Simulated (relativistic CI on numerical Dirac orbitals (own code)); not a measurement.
S III: from the plainest model towards the measured levels

Calculated with a relativistic CI code on KLI orbitals (one set per configuration, finite nucleus), adding one ingredient at a time: step 1, Dirac-Coulomb, each configuration alone; step 2, with Breit and QED terms; step 3, with configuration mixing; step 4, with scaled Slater integrals (0.85); step 5, with a P86 correlation estimate; step 6, tied to the ionisation limit. P86 is a density functional for the correlation energy, evaluated here for each configuration and added to its levels. Step 6 is semi-empirical: configurations made of the next ion and one excited electron move by -9937 cm⁻¹, so that their limit matches the tabulated ionisation energy, and those with a non-penetrating f or g electron also take the P86 value of the least penetrating other one.

Configurations in the expansion (outside the closed core [Ne]): 3s2.3p2, 3s.3p3, 3s2.3p.3d, 3s2.3p.4s, 3s2.3p.4p, 3s2.3p.4d, 3s2.3p.5s, 3p4, 3s2.3d2, 3s.3p2.3d, 3s2.3d.4s, 3s2.4s2, 3s2.3p.4f, 3s2.3d.4p, 3s2.3p.5p, 3p2.3d2, 3p.3d3, 3p.3d2.4s, 3p.3d2.4p, 3p.3d2.4d, 3p.3d2.5s.

Computed minus measured energy above the ground level, in cm⁻¹, for 19 of the 45 excited levels that pair in every step (one J of a term; a digit in brackets numbers repeated terms):

```tsv
Configuration	Term	J	Measured	Step 1	Step 2	Step 3	Step 4	Step 5	Step 6
3s2.3p2	3P	1	299	14	1	-14	-8	-8	-8
3s2.3p2	1D	2	11323	2896	2866	2332	438	442	439
3s2.3p2	1S	0	27161	7463	7438	2886	-895	-877	-887
3s.3p3	5S°	2	58672	-14878	-14968	-659	3577	4010	4013
3s.3p3	3D°	1	84019	6363	6278	6569	6793	7420	5729
3s.3p3	3P°	2	98745	5381	5291	8396	6210	6848	4957
3s2.3p.3d	3F°	2	122118	-1671	-1726	11478	9299	10943	1024
3s2.3p.4s	3P°	2	147147	-2547	-2598	9397	5021	10898	-1088
3s2.3p.3d	3D°	1	147552	-6755	-6827	18986	11232	12741	4433
3s2.3p.4s	1P°	1	148399	-79	-120	11614	7230	11191	1372
3s2.3p.3d	1F°	3	157610	9791	9708	19630	10808	12646	2739
3s2.3p.4p	1P	1	167553	-1801	-1846	11179	7463	12059	2151
3s2.3p.4p	3D	1	169771	-2173	-2207	10374	6502	11100	1215
3s2.3p.4p	3P	0	172633	-1441	-1474	11927	7096	11602	1820
3s2.3p.4d	3F°	2	204581	-3021	-3076	10136	5930	10976	1080
3s2.3p.4d	1D°	2	205148	-4238	-4282	10933	6242	11239	1475
3s2.3p.4d	3D°	1	206540	-3633	-3682	10737	6044	11045	1231
3s2.3p.5s	3P°	0	209775	-4170	-4191	9283	4756	10617	704
3s2.3p.5s	1P°	1	211329	-3609	-3668	9523	4978	10903	996
```

Mean absolute errors in cm⁻¹, over all paired levels and for the configurations:

```csv
"Configuration, levels",Step 1,Step 2,Step 3,Step 4,Step 5,Step 6
"all, 45",4002,4026,10266,6351,9593,2233
"3s2.3p2, 4",2608,2580,1316,340,337,339
"3s.3p3, 8",7532,7467,8777,6962,7546,6213
"3s2.3p.3d, 7",4987,5042,15859,10341,11955,2727
"3s2.3p.4s, 2",1313,1359,10505,6125,11045,1230
"3s2.3p.4p, 8",1511,1547,11054,6600,11163,1331
"3s2.3p.4d, 12",3651,3715,10740,6009,11008,1174
"3s2.3p.5s, 4",3997,4040,9282,4797,10696,784
```

Measured levels: NIST levels in Podobedova, Kelleher and Wiese, J. Phys. Chem. Ref. Data 38, 171 (2009).

Task: What does each ingredient do to the ground and the excited configurations, and where is the model closest to experiment?

Result: Terms of the ground configuration are off by 2608 at first, 1316 with mixing and 340 after scaling, which stands in for the correlation that narrows term splittings. The Breit and QED terms change the top of the ground term (measured 833) from 890 to 848. Mixing lowers the ground level by 14311, with 3s.3p2.3d as its largest admixture; relative to it the configurations that move most are 3s2.3p.3d by +18127, 3s2.3p.4d by +14455, 3s2.3p.5s by +13322. Configurations whose own partners of that kind are not in the list rise by much of that lowering, so a short list can trade one imbalance for another. The P86 estimate moves 3s2.3p.5s by +5899, 3s2.3p.4d by +5000, 3s2.3p.4s by +4919, and takes the mean absolute error of the excited configurations from 6937 to 10496; it adds to levels that were already too high. Step 6 takes that error from 10496 to 2418; the error more than halves for 3s2.3p.3d, 3s2.3p.4s, 3s2.3p.4p, 3s2.3p.4d, 3s2.3p.5s. The mean absolute error is lowest at step 6 (2233 cm⁻¹), and the largest single drop is from step 5 to 6 (9593 to 2233).
